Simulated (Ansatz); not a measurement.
Two isomers of CH5BGeO2: A = `[BH2][GeH]1[O]C[O]1`, B = `BO[C](=O)[GeH3]`.

Calculated with Ansatz (gas phase, PBE0-D4/def2-TZVP geometries, no zero-point term in ΔE). CCSD(T)/CBS adds triple-zeta CCSD(T) − MP2 to the extrapolated MP2 energy (def2 sets, frozen cores). DFT in def2-TZVPP. B3LYP here is the variant with VWN-RPA as its local correlation; programs differ in this. For Ge outer-core shells are correlated without core-valence functions, which leaves a few kJ/mol of doubt a bond. Scalar relativity is left out up to krypton.

Task: Which is lower in electronic energy at CCSD(T)/CBS, and by how much? (An estimate is asked.)

Result: The calculation gave: B, by 28.7 kcal/mol.

Task: Give E(B) − E(A) in kcal/mol with CCSD(T)/def2-TZVPP, HF/def2-TZVPP, r2SCAN-D4, B3LYP-D4, MP2/def2-TZVPP, PBE0-D4, CCSD/def2-TZVPP. (Estimate.)

Result: Computed: CCSD(T)/def2-TZVPP -29.6, HF/def2-TZVPP -31.5, r2SCAN-D4 -31.7, B3LYP-D4 -33.9, MP2/def2-TZVPP -28.8, PBE0-D4 -29.6, CCSD/def2-TZVPP -28.8. None reverses the order clearly.

Largest T1 diagnostic: 0.015.

In def2-TZVPP, CCSD(T) changes the Hartree–Fock value by +1.8 kcal/mol (the triples alone add −0.8 kcal/mol) and MP2 by +2.7 kcal/mol. From PBE to PBE0 (25 % exact exchange), in def2-TZVPP and without D4, E(B) − E(A) moves by +2.8 kcal/mol.
